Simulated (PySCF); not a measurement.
An equivalent PySCF input for Al (aluminium, neutral), [Ne] 3s2 3p1, 2P determinant, with no relativity, point nucleus:

```python
from pyscf import gto, scf, dft, mp, cc
import basis_set_exchange as bse
mol = gto.M(atom="Al 0 0 0", charge=0, spin=1, symmetry="D2h",
            basis=gto.basis.parse(bse.get_basis("def2-QZVPPD", elements=["Al"], fmt="nwchem")))
mf = dft.UKS(mol, xc="PBE0")
mf.irrep_nelec = {'Ag': (3, 3), 'B1u': (1, 1), 'B2u': (2, 1), 'B3u': (1, 1)}
mf.kernel()
```

It reaches the same state as the run whose output follows, with an energy that differs only through the grid. The run itself started from symmetry-adapted Hartree-Fock orbitals and held the occupation by maximum overlap, on a logarithmic radial grid, so the iterations belong to that start.

```
SCF conv_tol = 1e-09
number electrons alpha = 7  beta = 6
XC functionals = PBE0
    C. Adamo and V. Barone.,  J. Chem. Phys. 110, 6158 (1999)
    M. Ernzerhof and G. E. Scuseria.,  J. Chem. Phys. 110, 5029 (1999)
cycle= 1 E= -242.255868021634  delta_E= -0.00567  |g|= 0.0132  |ddm|= 0.157
cycle= 2 E= -242.25599441321  delta_E= -0.000126  |g|= 0.0046  |ddm|= 0.0128
cycle= 3 E= -242.256005482363  delta_E= -1.11e-05  |g|= 0.00141  |ddm|= 0.00327
cycle= 4 E= -242.25600765776  delta_E= -2.18e-06  |g|= 0.000209  |ddm|= 0.00197
cycle= 5 E= -242.256007711352  delta_E= -5.36e-08  |g|= 2.38e-05  |ddm|= 0.000431
cycle= 6 E= -242.256007711809  delta_E= -4.58e-10  |g|= 3.71e-06  |ddm|= 5.16e-05
converged SCF energy = -242.256007711809  <S^2> = 0.75734888  2S+1 = 2.0073354
```
